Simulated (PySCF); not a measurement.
# Ionisation energy of Lu⁺ by level of theory

Lu⁺ [Xe] 4f14 6s2 (1S) → Lu²⁺ [Xe] 4f14 6s1 (2S), as a difference of total energies. Calculation: PySCF 2.14, in cc-pVTZ-X2C; scalar relativity by spin-free X2C-1e. The calculations carry no spin-orbit coupling.

```
method  ionisation energy (eV)
   UHF                  12.604
 HSE06                  13.850
revPBE                  13.905
  BP86                  14.178
```

Problem. Which method comes closest to the reference value, and which is furthest?

Solution. The reference is 14.13 ± 0.05 eV (semi-empirical (NIST evaluation); NIST Atomic Spectra Database, ionization energies). Closest: BP86 (error 0.048 eV); furthest: UHF (error -1.526 eV).
